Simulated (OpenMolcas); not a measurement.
**Ionisation energies of ruthenium**

```
Program             : OpenMolcas
Basis               : ANO-R3 [8s6p5d3f2g1h]
Scalar Hamiltonian  : X2C, finite nucleus
Spin-orbit coupling : state interaction with AMFI integrals over the reference wave functions, term energies averaged over their components
```

Active shells in each charge state: the valence d, s shells, with orbitals averaged over the low states. Where CASPT2's correlated closed shells are named, they are those of the first ion.

A. CASSCF
B. SS-CASPT2, IPEA 0.25 Eh, imaginary shift 0.1 Eh (closed shells correlated: 4s 4p)
C. SS-CASPT2, IPEA 0 Eh, imaginary shift 0.1 Eh (closed shells correlated: 4s 4p)
D. SS-CASPT2, IPEA 0.25 Eh, imaginary shift 0.1 Eh (closed shells correlated: 3d 4s 4p)

Energies in eV between the lowest computed levels, named as in B; reference values from the NIST Atomic Spectra Database with their kind.

| From | To | A | B | C | D | Spin-orbit share in B | Reference |
| --- | --- | --- | --- | --- | --- | --- | --- |
| Ru 4d7 5s 5F5 | Ru+ 4d7 4F 9/2 | 6.210 | 7.367 | 7.452 | 7.388 | -0.029 | 7.361 (measured) |
| Ru+ 4d7 4F 9/2 | Ru2+ 4d6 5D4 | 14.829 | 16.692 | 16.715 | 16.676 | +0.073 | 16.760 (semi-empirical) |

Error against the reference values, in %:

```csv
From,Reference,A,B,C,D
Ru,measured,-15.6,+0.1,+1.2,+0.4
Ru+,semi-empirical,-11.5,-0.4,-0.3,-0.5
```

Absolute error against the one measured value: A 1.15 eV, B 0.01 eV, C 0.09 eV, D 0.03 eV. B lies closest.

The lowest level within the active space need not be the ion's true ground level.
